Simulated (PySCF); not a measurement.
Simulated outer-valence photoelectron spectrum of `C#[C][GeH2][AsH2]`. The calculation used EOM-IP-CCSD/aug-cc-pVDZ in PySCF, restricted Hartree–Fock reference, frozen core, non-relativistic, gas phase, PBE0-D3(BJ)/def2-SVP geometry.

Each root has a Gaussian of 0.5 eV full width with its one-hole share as area; cross sections and vibrations are left out, and the highest printed point is 100.

ionisation energy (eV), intensity and a bar:
```
      8.8          1 
      9.0          9 ###
      9.2         33 ##########
      9.4         54 ################
      9.6         36 ###########
      9.8         10 ###
     10.0          2 #
     10.2          8 ##
     10.4         38 ############
     10.6         86 ##########################
     10.8         93 ############################
     11.0         55 ################
     11.2         43 #############
     11.4         54 ################
     11.6         37 ###########
     11.8         19 ######
     12.0         36 ###########
     12.2         53 ################
     12.4         33 ##########
     12.6         10 ###
     12.8         13 ####
     13.0         53 ################
     13.2        100 ##############################
     13.4         80 ########################
     13.6         27 ########
     13.8          4 #
     14.0          0 
     14.2          0 
     14.4          0 
     14.6          0 
     14.8          0 
     15.0          0 
     15.2          0 
     15.4          0 
     15.6          0 
     15.8          0 
     16.0          0 
     16.2          0 
     16.4          0 
     16.6          1 
     16.8          8 ##
     17.0         30 #########
     17.2         49 ###############
     17.4         33 ##########
     17.6          9 ###
     17.8          1
```

Task: Where are the maxima, and how many lines lie under the curve?

Result: 6 maxima, at 9.4, 10.7, 11.4, 12.2, 13.3 and 17.2 eV, from 8 lines. At this width some lines have no maximum of their own.

Task: List the lines with their holes.

Result: 
| E (eV) | leading hole (HF orbital) | area | Koopmans (eV) |
| --- | --- | --- | --- |
| 9.41 | HOMO | 0.96 | 9.68 |
| 10.63 | HOMO-1 | 0.95 | 10.85 |
| 10.80 | HOMO-2 | 0.95 | 11.18 |
| 11.41 | HOMO-3 | 0.95 | 11.87 |
| 12.20 | HOMO-4 | 0.94 | 12.96 |
| 13.21 | HOMO-5 | 0.93 | 14.02 |
| 13.29 | HOMO-6 | 0.93 | 14.79 |
| 17.21 | HOMO-7 | 0.88 | 19.09 |

The widest gap, 3.92 eV, lies between 13.29 and 17.21 eV. Only orbitals with −ε under 21 eV, eight at most, were ionised, so the high end of the curve may lack lines.

Shape of the structure used: `[CH:1]#[C:2][GeH2:3][AsH2:4]`: H–As4–Ge3–C2 -43°, H–As4–Ge3–C2 49°.

One conformer stands for the species.
